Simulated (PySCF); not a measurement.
Te(NH2)(SH) (H3NSTe), SMILES N[Te]S. Geometry: B3LYP-D3(BJ)/def2-SVP. The def2 effective core potentials stand for the cores of Te; spin–orbit coupling is left out. The values are those of a single conformer.

The numbers are results of B3LYP-D3(BJ)/def2-SVP (PySCF), not measurements.

Harmonic wavenumbers (cm⁻¹): 166, 300, 313, 341, 398, 652, 752, 913, 1526, 2651, 3519, 3636. Rotational constants (GHz): 8.658, 2.812, 2.181; symmetry number 1.

Work out the zero-point energy and the ideal-gas rigid-rotor harmonic-oscillator thermochemistry at 298.15 K and 1 atm.

ZPE = ½ Σ hcν = ½ × 15167 cm⁻¹ = 21.68 kcal/mol. H − E(el) = 25.56 kcal/mol. Entropy in cal/(mol K): translation 41.41, rotation 26.21, vibration 8.18, total 75.80. G − E(el) = 2.96 kcal/mol. Cp = 18.43 cal/(mol K).
